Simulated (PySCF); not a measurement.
H2I2OSi, SMILES O[SiH](I)I.

The structure is a stationary point at PBE-D3(BJ)/def2-SVP. This is a generated structure with no PubChem entry under its InChIKey; it may be hypothetical. The def2 effective core potentials stand for the cores of I; spin–orbit coupling is left out. One conformer was computed; it need not be the lowest.

Level of theory: PBE0/def2-TZVP (PySCF).

Gas-phase values at a fixed geometry.

Q: Estimate the frontier levels, gap, dipole moment and polarisability. (The exact figures need the calculation; the answer reports its results.)

A: 
```yaml
highest_occupied_level: -7.65 eV
lowest_empty_level: -1.48 eV
orbital_gap: 6.17 eV
dipole_moment: 0.86 D
quadrupole, principal values (traceless, Buckingham form, about the centre of nuclear charge): -4.27, -1.22, 5.49 D·Å
mean_static_polarisability: 92.5 bohr³ (13.71 Å³)
polarisability_principal_values: 70.8, 84.5, 122.1 bohr³
```
